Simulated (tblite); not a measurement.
A geometry optimisation, step by step.

Compound: C₂H₉F₃S₂Si₃.
Atom-mapped SMILES: `[F:1][C:2]([F:3])([F:4])[S:5][CH2:6][S:7][SiH2:8][SiH2:9][SiH3:10]` (hydrogens: H11, H12 on C6; H13, H14 on Si8; H15, H16 on Si9; H17, H18, H19 on Si10)

Computed with GFN2-xTB (tblite), gas phase: L-BFGS steps from a force-field or distance-geometry start until the largest atomic force falls under 0.01 eV/Å. 9 of its 292 geometries are shown.

Step 0: E = -944.5389 eV, largest atomic force 1.923 eV/Å
```
atom  x, y, z in Å  |  force x, y, z in eV/Å
F1     -5.378    0.607   -1.248   -0.172  -0.764   0.835
C2     -5.088    0.185    0.008   -1.039  -0.111   0.166
F3     -5.308   -1.165    0.125    0.040   1.517  -0.462
F4     -5.970    0.821    0.867    1.159  -0.953  -1.202
S5     -3.414    0.682    0.456    0.360   0.713   0.930
C6     -2.143   -0.097   -0.588   -0.243  -0.505  -1.360
S7     -0.678   -0.276    0.448   -0.054  -0.211   0.485
Si8     1.152    0.257   -0.522   -0.060   0.474  -0.932
Si9     2.812   -0.447    0.820   -0.960  -0.367   1.327
Si10    4.803   -0.013   -0.053    1.497   0.435  -0.162
H11    -2.484   -1.109   -0.891    0.143   0.571   0.140
H12    -1.923    0.526   -1.484   -0.242  -0.342   0.600
H13     1.319    1.711   -0.644   -0.408  -0.075  -0.185
H14     1.249   -0.337   -1.870   -0.342   0.179   0.175
H15     2.594   -1.864    1.085    0.066  -0.177   0.178
H16     2.621    0.264    2.111    0.108  -0.251  -0.147
H17     5.002   -0.624   -1.367    0.059   0.129  -0.016
H18     5.820   -0.569    0.857    0.019   0.123  -0.225
H19     5.005    1.457   -0.099    0.067  -0.386  -0.145
```

Step 36: E = -945.2108 eV, largest atomic force 0.107 eV/Å
```
atom  x, y, z in Å  |  force x, y, z in eV/Å
F1     -5.096    0.521   -1.341    0.008  -0.038  -0.004
C2     -4.862    0.247   -0.052    0.041   0.046   0.021
F3     -4.876   -1.082    0.062   -0.019   0.027   0.008
F4     -5.879    0.726    0.650    0.013   0.015   0.005
S5     -3.289    0.982    0.514   -0.071  -0.001   0.027
C6     -2.154   -0.067   -0.477    0.050  -0.061  -0.059
S7     -0.750   -0.662    0.495    0.009  -0.030   0.031
Si8     0.964    0.227   -0.504    0.040   0.020   0.010
Si9     2.765   -0.426    0.813   -0.009   0.036  -0.100
Si10    4.884   -0.003   -0.029   -0.056  -0.013  -0.020
H11    -2.711   -0.940   -0.800   -0.056  -0.048  -0.025
H12    -1.814    0.512   -1.329    0.043   0.052  -0.036
H13     0.600    1.640   -0.630    0.004  -0.017   0.021
H14     0.885   -0.310   -1.866   -0.017   0.010   0.002
H15     2.599   -1.861    1.077    0.008  -0.035   0.027
H16     2.594    0.215    2.122    0.008   0.024   0.079
H17     5.063   -0.583   -1.363    0.009  -0.011   0.030
H18     5.923   -0.556    0.840   -0.004   0.022  -0.043
H19     5.147    1.430   -0.172   -0.002   0.000   0.023
```

Step 73: E = -945.2750 eV, largest atomic force 0.086 eV/Å
```
atom  x, y, z in Å  |  force x, y, z in eV/Å
F1     -4.936    0.238   -1.333    0.025   0.023   0.006
C2     -4.717    0.349   -0.017   -0.012  -0.007   0.006
F3     -4.969   -0.850    0.508   -0.008  -0.019   0.003
F4     -5.610    1.203    0.465   -0.009  -0.001   0.035
S5     -3.032    0.927    0.350    0.033   0.035  -0.003
C6     -2.117   -0.257   -0.731    0.044  -0.046  -0.025
S7     -0.794   -1.155    0.102   -0.007   0.021  -0.003
Si8     0.897    0.165   -0.279   -0.024   0.030   0.008
Si9     2.751   -0.470    0.958    0.023   0.018  -0.036
Si10    4.749    0.043   -0.117   -0.038  -0.029   0.040
H11    -2.832   -0.998   -1.078    0.025   0.022  -0.008
H12    -1.719    0.328   -1.555    0.002  -0.079  -0.033
H13     0.328    1.481    0.005   -0.023   0.052   0.019
H14     1.013    0.109   -1.740   -0.005  -0.008  -0.022
H15     2.660   -1.885    1.344    0.005   0.009  -0.030
H16     2.666    0.257    2.234    0.017   0.000   0.029
H17     4.829   -0.544   -1.457   -0.016   0.026   0.029
H18     5.925   -0.427    0.618   -0.017   0.008  -0.006
H19     4.897    1.495   -0.269   -0.011  -0.055  -0.010
```

Step 109: E = -945.3264 eV, largest atomic force 0.036 eV/Å
```
atom  x, y, z in Å  |  force x, y, z in eV/Å
F1     -4.971    0.256   -1.264    0.000  -0.008  -0.002
C2     -4.521    0.419   -0.014    0.004  -0.002   0.016
F3     -4.687   -0.751    0.604    0.003  -0.004  -0.001
F4     -5.301    1.309    0.583    0.011   0.003  -0.002
S5     -2.790    0.979    0.008   -0.027   0.019   0.007
C6     -2.046   -0.444   -0.899   -0.006   0.000  -0.003
S7     -0.696   -1.240   -0.016   -0.027   0.014  -0.020
Si8     0.799    0.334   -0.141   -0.007  -0.004  -0.017
Si9     2.660   -0.433    1.006    0.016   0.008   0.008
Si10    4.630    0.025   -0.126   -0.003   0.002   0.001
H11    -2.824   -1.189   -1.038    0.000  -0.022  -0.005
H12    -1.699   -0.065   -1.856    0.017   0.000  -0.004
H13     0.069    1.509    0.336    0.005   0.001   0.000
H14     0.941    0.521   -1.592   -0.004   0.003   0.030
H15     2.513   -1.868    1.287   -0.003   0.004   0.005
H16     2.653    0.203    2.334    0.010  -0.005  -0.018
H17     4.658   -0.594   -1.453    0.004   0.002   0.003
H18     5.827   -0.430    0.579   -0.002   0.003   0.004
H19     4.776    1.469   -0.331    0.008  -0.013  -0.001
```

Step 146: E = -945.3357 eV, largest atomic force 0.056 eV/Å
```
atom  x, y, z in Å  |  force x, y, z in eV/Å
F1     -5.178   -0.001   -1.100    0.009  -0.026  -0.004
C2     -4.523    0.336    0.017    0.005   0.010   0.002
F3     -4.419   -0.772    0.746    0.028  -0.005   0.013
F4     -5.284    1.196    0.683    0.019  -0.009  -0.015
S5     -2.910    1.094   -0.361    0.032  -0.017   0.013
C6     -2.046   -0.375   -1.058    0.011  -0.008  -0.009
S7     -0.788   -1.108    0.006   -0.009   0.032  -0.015
Si8     0.739    0.449   -0.028    0.012   0.003  -0.055
Si9     2.647   -0.390    0.997   -0.002  -0.007   0.011
Si10    4.653   -0.068   -0.133   -0.047   0.001   0.029
H11    -2.792   -1.140   -1.256   -0.002   0.004   0.014
H12    -1.589   -0.045   -1.987    0.003   0.042  -0.008
H13     0.034    1.602    0.530    0.014   0.013   0.023
H14     0.874    0.745   -1.462   -0.021  -0.036   0.021
H15     2.465   -1.821    1.286   -0.022   0.031   0.016
H16     2.715    0.257    2.319    0.006  -0.024  -0.024
H17     4.703   -0.763   -1.420   -0.007  -0.027   0.001
H18     5.796   -0.531    0.655   -0.010  -0.006  -0.023
H19     4.893    1.346   -0.425   -0.021   0.031   0.010
```

Step 182: E = -945.4016 eV, largest atomic force 0.204 eV/Å
```
atom  x, y, z in Å  |  force x, y, z in eV/Å
F1     -4.554   -0.858   -0.528    0.053   0.079   0.063
C2     -4.074    0.171    0.176   -0.049  -0.047   0.030
F3     -3.545   -0.330    1.294   -0.006   0.098  -0.179
F4     -5.109    0.929    0.535    0.064  -0.039  -0.018
S5     -2.904    1.177   -0.809   -0.039  -0.109   0.081
C6     -1.871   -0.175   -1.497   -0.089   0.048   0.005
S7     -0.797   -1.010   -0.322    0.091   0.057  -0.021
Si8     0.566    0.612    0.188   -0.002   0.018   0.029
Si9     2.402   -0.397    1.170    0.045  -0.022  -0.034
Si10    4.279   -0.261   -0.202   -0.062  -0.018   0.079
H11    -2.542   -0.920   -1.919    0.032   0.007  -0.050
H12    -1.283    0.308   -2.275   -0.034  -0.038   0.032
H13    -0.289    1.585    0.866   -0.002  -0.012   0.052
H14     0.859    1.230   -1.112   -0.043  -0.043  -0.033
H15     2.065   -1.771    1.566    0.025   0.027   0.005
H16     2.662    0.314    2.433   -0.025  -0.008  -0.009
H17     4.195   -1.083   -1.411   -0.012   0.009   0.016
H18     5.510   -0.645    0.491   -0.001   0.024  -0.028
H19     4.420    1.134   -0.635    0.054  -0.030  -0.019
```

Step 218: E = -945.4305 eV, largest atomic force 0.020 eV/Å
```
atom  x, y, z in Å  |  force x, y, z in eV/Å
F1     -4.150   -1.048   -0.292   -0.015  -0.004  -0.013
C2     -3.830    0.137    0.218    0.008   0.004  -0.004
F3     -3.151   -0.082    1.344   -0.004  -0.004   0.009
F4     -4.960    0.753    0.554    0.011  -0.005  -0.004
S5     -2.897    1.171   -0.965   -0.006  -0.005   0.005
C6     -1.822   -0.113   -1.703    0.008   0.004   0.004
S7     -0.731   -0.990   -0.568    0.004   0.018  -0.003
Si8     0.400    0.651    0.315    0.002   0.000   0.007
Si9     2.304   -0.329    1.195    0.008  -0.002  -0.007
Si10    4.148   -0.346   -0.218   -0.012   0.008  -0.007
H11    -2.454   -0.853   -2.188    0.000  -0.006   0.011
H12    -1.237    0.431   -2.441    0.008   0.006   0.000
H13    -0.564    1.341    1.171   -0.006  -0.009   0.001
H14     0.604    1.533   -0.840    0.000   0.005  -0.009
H15     1.981   -1.681    1.671    0.001   0.002   0.010
H16     2.602    0.438    2.415   -0.001   0.006  -0.003
H17     3.980   -1.254   -1.354   -0.006   0.005  -0.002
H18     5.380   -0.742    0.465    0.006  -0.007   0.007
H19     4.387    0.993   -0.770   -0.007  -0.017  -0.002
```

Step 255: E = -945.4562 eV, largest atomic force 0.051 eV/Å
```
atom  x, y, z in Å  |  force x, y, z in eV/Å
F1     -4.012   -1.210   -0.705    0.005  -0.015   0.012
C2     -3.737   -0.171    0.081    0.008  -0.042  -0.002
F3     -3.043   -0.630    1.122   -0.027   0.015  -0.028
F4     -4.890    0.295    0.551   -0.003   0.023   0.005
S5     -2.860    1.149   -0.825    0.012  -0.011   0.001
C6     -1.643    0.123   -1.722    0.048   0.000   0.000
S7     -0.449   -0.775   -0.710   -0.014   0.011  -0.007
Si8     0.344    0.819    0.554    0.000  -0.031  -0.009
Si9     2.390    0.058    1.315    0.032  -0.020  -0.015
Si10    3.868   -0.665   -0.331   -0.035   0.003   0.001
H11    -2.183   -0.611   -2.318    0.011   0.016   0.008
H12    -1.122    0.828   -2.368   -0.028  -0.002   0.031
H13    -0.739    1.086    1.496   -0.033   0.031   0.024
H14     0.362    1.952   -0.374   -0.004   0.027  -0.022
H15     2.154   -0.975    2.334    0.008   0.009  -0.012
H16     2.922    1.200    2.078    0.000  -0.022  -0.014
H17     3.257   -1.669   -1.203   -0.006   0.012   0.011
H18     5.093   -1.252    0.213    0.024  -0.008   0.023
H19     4.277    0.458   -1.180    0.002   0.004  -0.008
```

Step 291: E = -945.4639 eV, largest atomic force 0.010 eV/Å
```
atom  x, y, z in Å  |  force x, y, z in eV/Å
F1     -3.859   -1.369   -0.877    0.002   0.007   0.002
C2     -3.765   -0.381    0.011    0.002  -0.006  -0.002
F3     -3.107   -0.856    1.068   -0.003  -0.003   0.003
F4     -4.997   -0.082    0.414    0.004   0.000   0.003
S5     -2.973    1.105   -0.694    0.000  -0.003   0.000
C6     -1.622    0.301   -1.630    0.002  -0.001   0.004
S7     -0.416   -0.612   -0.655   -0.001   0.001  -0.003
Si8     0.403    0.972    0.602    0.003   0.001  -0.003
Si9     2.462    0.172    1.292    0.001   0.004   0.001
Si10    3.767   -0.825   -0.353    0.005  -0.004   0.008
H11    -2.064   -0.395   -2.340   -0.005   0.003  -0.005
H12    -1.138    1.124   -2.151    0.000   0.001  -0.003
H13    -0.672    1.266    1.550   -0.004   0.002   0.002
H14     0.416    2.105   -0.331   -0.001   0.003  -0.005
H15     2.244   -0.727    2.434   -0.004  -0.006   0.004
H16     3.113    1.349    1.891    0.002  -0.001  -0.001
H17     3.013   -1.845   -1.079   -0.001  -0.003  -0.002
H18     4.969   -1.463    0.190   -0.002   0.001   0.003
H19     4.219    0.170   -1.331    0.001   0.005  -0.006
```

Q: Summarise the path.

A: The energy falls by 89.25 kJ/mol from step 0 to step 291; nine tenths of that is first reached at step 164. It rises by more than 0.2 meV at steps 152, 160 and 246. The largest force goes from 1.923 to 0.010 eV/Å. Among the bonds Si9–Si10 changes most, from 2.216 to 2.325 Å; the atoms move by 1.831 Å rms after alignment.

Q: Follow the three bonds and two angles with the largest change from start to end.

A: 
| step | E above end (kJ/mol) | largest force (eV/Å) | Si9–Si10 (Å) | Si8–Si9 (Å) | C2–F4 (Å) | Si9–Si8–H13 (°) | C2–S5–C6 (°) |
| --- | --- | --- | --- | --- | --- | --- | --- |
| 0 | 89.25 | 1.923 | 2.216 | 2.247 | 1.385 | 106.0 | 112.8 |
| 13 | 37.86 | 0.242 | 2.326 | 2.333 | 1.328 | 118.7 | 104.4 |
| 25 | 26.55 | 0.107 | 2.313 | 2.328 | 1.324 | 119.5 | 97.9 |
| 38 | 24.18 | 0.064 | 2.318 | 2.321 | 1.325 | 121.2 | 98.0 |
| 51 | 22.69 | 0.140 | 2.312 | 2.312 | 1.326 | 119.5 | 98.0 |
| 63 | 19.68 | 0.157 | 2.326 | 2.318 | 1.326 | 116.3 | 98.1 |
| 76 | 17.41 | 0.153 | 2.315 | 2.314 | 1.326 | 118.1 | 98.1 |
| 89 | 14.53 | 0.126 | 2.319 | 2.323 | 1.328 | 122.3 | 97.6 |
| 101 | 13.44 | 0.066 | 2.319 | 2.316 | 1.326 | 120.6 | 98.3 |
| 114 | 13.22 | 0.019 | 2.317 | 2.317 | 1.326 | 120.1 | 98.0 |
| 127 | 13.03 | 0.033 | 2.317 | 2.316 | 1.326 | 119.6 | 98.1 |
| 139 | 12.69 | 0.053 | 2.317 | 2.320 | 1.326 | 120.1 | 99.2 |
| 152 | 11.79 | 0.209 | 2.316 | 2.312 | 1.324 | 119.1 | 98.1 |
| 164 | 8.75 | 0.213 | 2.319 | 2.322 | 1.329 | 119.9 | 97.6 |
| 177 | 6.61 | 0.085 | 2.319 | 2.317 | 1.328 | 122.1 | 98.8 |
| 190 | 4.89 | 0.088 | 2.324 | 2.317 | 1.331 | 123.4 | 99.3 |
| 202 | 3.53 | 0.065 | 2.326 | 2.315 | 1.331 | 122.1 | 99.8 |
| 215 | 3.24 | 0.014 | 2.323 | 2.316 | 1.330 | 121.4 | 99.5 |
| 228 | 2.95 | 0.072 | 2.326 | 2.316 | 1.331 | 120.9 | 99.4 |
| 240 | 2.12 | 0.071 | 2.322 | 2.314 | 1.331 | 119.7 | 100.2 |
| 253 | 0.88 | 0.070 | 2.323 | 2.313 | 1.329 | 120.3 | 99.0 |
| 266 | 0.45 | 0.019 | 2.324 | 2.313 | 1.330 | 121.8 | 99.4 |
| 278 | 0.22 | 0.054 | 2.324 | 2.314 | 1.331 | 121.2 | 99.3 |
| 291 | 0.00 | 0.010 | 2.325 | 2.314 | 1.330 | 122.0 | 99.2 |

The cost below is that of the whole relaxation. The run took 7.5 s wall on one thread, Arm Neoverse N1 (aarch64), no GPU, on a shared host.
